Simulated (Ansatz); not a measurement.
Geometry optimisation, Ansatz 0.2.0, RKS PBE0/def2-SVP.

The input (input.yaml):

```yaml
crystal:
  periodic: [false, false, false]
  atoms:
    - { symbol: Hf, position_ang: [0.0, 0.0, 0.0] }
    - { symbol: O, position_ang: [0.0, 0.0, 2.42] }
    - { symbol: H, position_ang: [-0.9095, -0.2814, 2.7571] }
    - { symbol: F, position_ang: [1.8671, 0.0, -0.6593] }
    - { symbol: F, position_ang: [-0.9326, 1.6157, -0.6593] }
    - { symbol: O, position_ang: [-0.975, -1.6891, -0.6893] }
    - { symbol: H, position_ang: [-1.4296, -2.1548, 0.0831] }
    - { symbol: "N", position_ang: [1.31, -1.9893, 0.7915] }
    - { symbol: H, position_ang: [0.8709, -2.954, 0.7746] }
    - { symbol: H, position_ang: [2.3024, -1.8649, 1.1426] }
    - { symbol: H, position_ang: [0.7831, -1.1892, 1.9914] }
basis:
  gaussian: { orbitals: def2-SVP }
hamiltonian:
  xc: pbe0
relax:
  f_tol: 0.15
  max_steps: 25
  restrain:
    - { distance: [0, 7], at: 2.21, k: 30.0 }
    - { distance: [10, 1], at: 1.01, k: 30.0 }
    - { distance: [0, 1], at: 3.27, k: 30.0 }
    - { distance: [10, 7], at: 2.26, k: 30.0 }
```

Command:

```bash
$ ansatz run input.yaml --threads 4 --pin off --max-ram 5120MiB --backend cpu --events-out ev --progress --plain --runs-dir out
```

Question: Where does it end, and by what steps?

Answer: It converged. The restraints hold the end off the free minimum; the threshold counts their pulls, which the force column leaves out. Restrained pairs: Hf1–N8 (2.51 → 2.16 Å), O2–H11 (1.49 → 0.99 Å), Hf1–O2 (2.42 → 3.26 Å), N8–H11 (1.54 → 2.26 Å). After 20 steps the energy has fallen by 2.719 eV (the restraints' own energy left out); F4 moved furthest, 1.73 Å.

```csv
step,energy less start (eV),largest force component (eV/Å),accepted
0,0.0000,3.552,yes
1,0.3346,2.894,yes
2,0.0693,2.270,yes
3,-0.7109,1.566,yes
4,-1.2928,1.368,yes
5,-1.6117,1.240,yes
6,-1.9114,1.106,yes
7,-2.1355,0.973,yes
8,-2.2907,1.038,yes
9,-2.3946,1.065,yes
10,-2.4672,1.050,yes
11,-2.5347,1.126,yes
12,-2.6043,0.979,yes
13,-2.6759,1.319,yes
14,-2.6564,1.638,no
15,-2.6956,1.288,yes
16,-2.7074,1.331,yes
17,-2.6914,1.270,no
18,-2.7139,1.318,yes
19,-2.7156,1.301,yes
20,-2.7192,1.314,yes
```

```xyz
11
Properties=species:S:1:pos:R:3
Hf 0.388 -0.517 -0.371
O -0.560 -0.320 2.741
H -1.219 -1.004 2.906
F 1.191 -0.687 -2.097
F 0.413 1.376 -0.080
O -1.292 -1.435 -0.510
H -2.188 -1.688 -0.722
N 1.656 -1.574 1.018
H 1.641 -2.586 1.135
H 2.579 -1.239 1.291
H 0.277 -0.833 2.642
```

The run took 3 min on 4 threads of AMD EPYC 7571 (shared host), peak memory 0.36 GiB.
